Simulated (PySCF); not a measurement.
A structure optimised at B3LYP-D3(BJ)/def2-SVP, used in a PySCF frequency run:

```
C
N 1 1.3161
N 1 1.3690 2 111.11
H 3 1.0130 1 127.70 2 180.00
C 3 1.3690 4 126.49 1 180.00
C 5 1.3712 3 108.30 4 180.00
H 6 1.0870 5 129.86 3 180.00
H 1 1.0900 2 125.89 6 180.00
```
Charge 0, spin multiplicity 2.

Write its SMILES, formula and point group.

[c]1cnc[nH]1, C3H3N2, Cs

What are its rotational constants (standard atomic weights)?

10.852, 9.3351, 5.0182 GHz
